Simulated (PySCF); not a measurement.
## AsF₃: how level, basis and relativity move the structure

Each row is its own optimisation.

Each entry is the lowest minimum that a search over a few typed start shapes (and spin states, where more than one is plausible) found, or that minimum re-optimised at the stated level; isomers with ligand–ligand bonds, or fragments after loss of a ligand pair, can lie lower. Open shells are unrestricted; no spin–orbit coupling; PySCF with density fitting.

```json
{"level": "B3LYP/def2-TZVP (no relativity)", "2S+1": "1", "point group": "C3v", "mean bond to As (Å)": "1.730", "atomisation (kJ/mol)": "1341", "gap (eV)": "8.41", "highest ω (cm⁻¹)": "721", "dipole (D)": "2.61"}
{"level": "PBE/def2-TZVP (no relativity)", "2S+1": "1", "point group": "C3v", "mean bond to As (Å)": "1.746", "atomisation (kJ/mol)": "1427", "gap (eV)": "6.48", "highest ω (cm⁻¹)": "692", "dipole (D)": "2.44"}
{"level": "PBE0/def2-TZVP (no relativity)", "2S+1": "?", "point group": "?", "mean bond to As (Å)": "?", "atomisation (kJ/mol)": "?", "gap (eV)": "?", "highest ω (cm⁻¹)": "?", "dipole (D)": "?"}
```

Problem. Fill in the row of PBE0/def2-TZVP (no relativity).

Solution. 2S+1: 1; point group: C3v; mean bond to As (Å): 1.715; atomisation (kJ/mol): 1323; gap (eV): 8.93; highest ω (cm⁻¹): 745; dipole (D): 2.45.

Across these levels the mean bond spreads over 0.031 Å and the highest wavenumber over 53 cm⁻¹; all give the same point group.

Levels that gave another bonding pattern or an unsound solution are left out.
